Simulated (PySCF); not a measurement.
CH₇AlGeO (SMILES C[O][AlH][GeH3]), singlet, at a GFN2-xTB geometry (such geometries of metal compounds can be far from the true shape), atoms displaced at random by about 0.08 Å a coordinate; R2SCAN/STO-3G, gradient by finite differences (PySCF).

PySCF was given this input:
```python
from pyscf import gto, scf, dft

mol = gto.M(
    atom='''
Al    1.02580263    0.13613969   -0.26961248
Ge   -0.66071117   -0.03301013    1.41625210
H    -1.18459724   -1.43318385    1.30426848
H    -0.09050547    0.25769093    2.78625351
H    -1.78092671    0.91082397    1.25426821
H     2.42067510    0.51187983   -0.20573259
O     0.41434381   -0.02388877   -2.02067483
C     0.11191953   -0.23432218   -3.19463604
H    -0.05776699   -1.28378314   -3.52777278
H    -0.78258192    0.28646731   -3.39809945
H     0.82006852    0.37772341   -3.92237292
''',
    basis='sto-3g',
    verbose=4,
)

mf = dft.RKS(mol)
mf.xc = 'r2scan'
mf.conv_tol = 1e-11
mf.kernel()
scan, done = mf.as_scanner(), []
scan.scf_summary = {}
def energy(d):
    c = mol.atom_coords()
    c[3, 1] += d
    e = scan(mol.set_geom_(c, unit='Bohr', inplace=False))
    done.append(scan.converged)
    return e
h = 0.01
fd = (energy(h) - energy(-h)) / (2 * h)
print('dE/dx =', fd)
```

It wrote (shortened):

```
PySCF version 2.14.0

[INPUT] verbose = 4
[INPUT] num. atoms = 11
[INPUT] num. electrons = 66
[INPUT] charge = 0
[INPUT] spin (= nelec alpha-beta = 2S) = 0
[INPUT] symmetry False subgroup None
[INPUT] Mole.unit = angstrom
[INPUT] Symbol           X                Y                Z      unit          X                Y                Z       unit  Magmom
[...]
nuclear repulsion = 305.781659946419
number of shells = 26
number of NR pGTOs = 132
number of NR cGTOs = 44
basis = sto-3g
ecp = {}

******** <class 'pyscf.dft.rks.RKS'> ********
method = RKS
initial guess = minao
damping factor = 0
level_shift factor = 0
DIIS = <class 'pyscf.scf.diis.CDIIS'>
diis_start_cycle = 1
diis_space = 8
diis_damp = 0
SCF conv_tol = 1e-11
SCF conv_tol_grad = None
SCF max_cycles = 50
direct_scf = True
direct_scf_tol = 1e-13
XC library pyscf.dft.libxc version 7.1.2
    S. Lehtola, C. Steigemann, M. J. T. Oliveira, and M. A. L. Marques,  SoftwareX 7, 1–5 (2018)
XC functionals = r2scan
    J. W. Furness, A. D. Kaplan, J. Ning, J. P. Perdew, and J. Sun,  J. Phys. Chem. Lett. 11, 8208–8215 (2020)
    J. W. Furness, A. D. Kaplan, J. Ning, J. P. Perdew, and J. Sun,  J. Phys. Chem. Lett. 11, 9248–9248 (2020)
    J. W. Furness, A. D. Kaplan, J. Ning, J. P. Perdew, and J. Sun,  J. Phys. Chem. Lett. 11, 8208–8215 (2020)
    J. W. Furness, A. D. Kaplan, J. Ning, J. P. Perdew, and J. Sun,  J. Phys. Chem. Lett. 11, 9248–9248 (2020)
radial grids:
    Treutler-Ahlrichs [JCP 102, 346 (1995); DOI:10.1063/1.469408] (M4) radial grids

becke partition: Becke, JCP 88, 2547 (1988); DOI:10.1063/1.454033
pruning grids: <function nwchem_prune>
grids dens level: 3
symmetrized grids: False
atomic radii adjust function: <function treutler_atomic_radii_adjust>
small_rho_cutoff = 0
Set gradient conv threshold to 3.16228e-06
Initial guess from minao.
tot grids = 136680
init E= -2406.37602976404
[...]
cycle= 1 E= -2408.3189813705  delta_E= -1.94  |g|= 0.741  |ddm|= 3.87
[...]
cycle= 2 E= -2406.31108575493  delta_E= 2.01  |g|= 2.95  |ddm|= 4.45
[...]
cycle= 3 E= -2408.48367587143  delta_E= -2.17  |g|= 0.433  |ddm|= 3.33
[...]
cycle= 4 E= -2408.52675273981  delta_E= -0.0431  |g|= 0.195  |ddm|= 0.911
[...]
cycle= 5 E= -2408.5414017757  delta_E= -0.0146  |g|= 0.0278  |ddm|= 0.399
[...]
cycle= 6 E= -2408.54170502798  delta_E= -0.000303  |g|= 0.00756  |ddm|= 0.0598
[...]
cycle= 7 E= -2408.54172609423  delta_E= -2.11e-05  |g|= 0.000919  |ddm|= 0.0134
[...]
[...]
converged SCF energy = -2408.54172646308
converged SCF energy = -2408.54160266421
[...]
   9 H     -0.057766990000  -1.283783140000  -3.527772780000 AA   -0.109163790140  -2.425998537934  -6.666524383896 Bohr
  10 H     -0.782581920000   0.286467310000  -3.398099450000 AA   -1.478865498836   0.541344759541  -6.421477304535 Bohr
  11 H      0.820068520000   0.377723410000  -3.922372920000 AA    1.549704906177   0.713793795737  -7.412210577211 Bohr

******** <class 'pyscf.scf.hf.RKS_Scanner'> ********
method = RKS_Scanner
initial guess = minao
damping factor = 0
level_shift factor = 0
DIIS = <class 'pyscf.scf.diis.CDIIS'>
diis_start_cycle = 1
diis_space = 8
diis_damp = 0
SCF conv_tol = 1e-11
SCF conv_tol_grad = None
SCF max_cycles = 50
direct_scf = True
direct_scf_tol = 1e-13
XC library pyscf.dft.libxc version 7.1.2
    S. Lehtola, C. Steigemann, M. J. T. Oliveira, and M. A. L. Marques,  SoftwareX 7, 1–5 (2018)
XC functionals = r2scan
    J. W. Furness, A. D. Kaplan, J. Ning, J. P. Perdew, and J. Sun,  J. Phys. Chem. Lett. 11, 8208–8215 (2020)
    J. W. Furness, A. D. Kaplan, J. Ning, J. P. Perdew, and J. Sun,  J. Phys. Chem. Lett. 11, 9248–9248 (2020)
    J. W. Furness, A. D. Kaplan, J. Ning, J. P. Perdew, and J. Sun,  J. Phys. Chem. Lett. 11, 8208–8215 (2020)
    J. W. Furness, A. D. Kaplan, J. Ning, J. P. Perdew, and J. Sun,  J. Phys. Chem. Lett. 11, 9248–9248 (2020)
radial grids:
    Treutler-Ahlrichs [JCP 102, 346 (1995); DOI:10.1063/1.469408] (M4) radial grids

becke partition: Becke, JCP 88, 2547 (1988); DOI:10.1063/1.454033
pruning grids: <function nwchem_prune>
grids dens level: 3
symmetrized grids: False
atomic radii adjust function: <function treutler_atomic_radii_adjust>
small_rho_cutoff = 0
Set gradient conv threshold to 3.16228e-06
tot grids = 136680
init E= -2408.54215724925
[...]
cycle= 1 E= -2408.54184672711  delta_E= 0.000311  |g|= 0.000702  |ddm|= 0.0133
[...]
cycle= 2 E= -2408.54184669372  delta_E= 3.34e-08  |g|= 0.000824  |ddm|= 0.00332
[...]
cycle= 3 E= -2408.54184697926  delta_E= -2.86e-07  |g|= 0.000171  |ddm|= 0.00185
[...]
cycle= 4 E= -2408.541846989  delta_E= -9.74e-09  |g|= 6.31e-05  |ddm|= 0.000374
[...]
cycle= 5 E= -2408.54184699051  delta_E= -1.51e-09  |g|= 9.27e-06  |ddm|= 0.000126
[...]
cycle= 6 E= -2408.54184699055  delta_E= -3.91e-11  |g|= 6.17e-07  |ddm|= 1.88e-05
[...]
cycle= 7 E= -2408.54184699055  delta_E= 9.09e-13  |g|= 1.14e-07  |ddm|= 1.81e-06
[...]
Extra cycle  E= -2408.54184699056  delta_E= -6.37e-12  |g|= 9.73e-08  |ddm|= 3.46e-07
converged SCF energy = -2408.54184699056
dE/dx = 0.012216317463753512
```
